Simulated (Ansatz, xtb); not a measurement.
**Ge2H5NSi: which of two structures lies lower**

Structure a is a singlet given by its coordinates and structure b is a singlet given by its coordinates. Both are isolated molecules in the gas phase, relaxed with BLYP-D3(BJ)/def2-SVP.

a (Å):

```tsv
atom	x (Å)	y (Å)	z (Å)
Ge	1.8038	-0.8181	0.6025
Ge	0.5250	0.1595	-1.3554
N	-1.0862	-0.2652	-0.5861
Si	-0.6429	-1.4556	0.7113
H	-2.0176	0.1191	-0.7908
H	-1.3792	-1.0950	1.9769
H	-1.1063	-2.8366	0.3277
H	2.3585	-2.0589	-0.2534
H	0.2310	1.1807	-2.5380
```

Close contacts (Å): Ge1–Ge2 2.53, Ge1–Si4 2.53, Ge2–N3 1.84, N3–Si4 1.82, Ge1–H8 1.61, Ge2–H9 1.59, N3–H5 1.03, Si4–H6 1.51, Si4–H7 1.51.

b (Å):

| atom | x (Å) | y (Å) | z (Å) |
| --- | --- | --- | --- |
| Ge | 1.7558 | -1.7627 | 0.0473 |
| Ge | 0.9521 | 0.9520 | -0.3842 |
| N | 0.1605 | -0.9230 | -0.0047 |
| Si | -1.5275 | -1.4005 | 0.1095 |
| H | -2.2261 | -0.5783 | 1.1538 |
| H | -1.6255 | -2.8534 | 0.4798 |
| H | -2.2243 | -1.1826 | -1.2032 |
| H | 2.4366 | -0.0274 | -0.1251 |
| H | 1.0516 | 0.7120 | -1.9940 |

Close contacts (Å): Ge1–Ge2 2.86, Ge1–N3 1.80, Ge2–N3 2.07, N3–Si4 1.76, Ge1–H8 1.87, Ge2–H8 1.80, Ge2–H9 1.63, Si4–H5 1.50, Si4–H6 1.50, Si4–H7 1.50.

Energies in hartree; the thermal terms are from BLYP-D3(BJ)/def2-SVP harmonic frequencies (ideal gas, rigid rotor, one conformer each, 298.15 K, 1 atm) and include the zero-point energy:

```
                               a            b
E, CCSD(T)/def2-SVP  −4497.112481  −4497.119274
    E, MP2/def2-SVP  −4497.057472  −4497.063296
  E, MP2/def2-TZVPP  −4497.871938  −4497.875332
  zero-point energy      0.045377      0.042810
       H(298 K) − E      0.053432      0.050918
       G(298 K) − E      0.013014      0.009426
```

Question: Correct the CCSD(T) difference for the basis set by the MP2 change, then work out ΔE, ΔE₀, ΔH and ΔG for a → b in kJ/mol (1 Eh = 2625.50 kJ/mol) and the equilibrium ratio [b]/[a].

Answer: 1. Differences b − a: CCSD(T) −0.006793, MP2 in the small set −0.005824, MP2 in the large set −0.003394 Eh.
2. ΔE = −0.006793 + (−0.003394 − (−0.005824)) = −0.004363 Eh = −11.46 kJ/mol.
3. ΔE₀ = ΔE + ΔZPE = −0.004363 + (−0.002567) Eh = −18.19 kJ/mol.
4. ΔH = ΔE + (−0.002514) Eh = −18.06 kJ/mol.
5. ΔG = ΔE + (−0.003588) Eh = −20.88 kJ/mol, so ΔS = (ΔH − ΔG)/T = +9.5 J/(mol K).
6. kT = 0.9442 mEh, so K = [b]/[a] = exp(−ΔG/kT) = exp(+8.42) ≈ 4.5 × 10^3.

Structure b is favoured at this temperature. An error of 4 kJ/mol in ΔG would change K by a factor of 5. HF/STO-3G gave ΔE the other sign. Mirror images and further conformers aren't counted.

Other levels gave ΔE = −79.0 (GFN2-xTB); +25.1 (HF/STO-3G, GFN2-xTB geometries); −21.9 (r2SCAN-D4/def2-SVP, GFN2-xTB geometries); −26.6 (BLYP-D3(BJ)/def2-SVP); −22.4 (HF/def2-SVP); −15.3 (MP2/def2-SVP); −17.8 (CCSD(T)/def2-SVP) kJ/mol. The correlated steps freeze 24 core orbitals; the filled d shell of Ge is correlated, in a basis made for valence electrons. Programs: Ansatz 0.2.0, xtb 6.7.1.
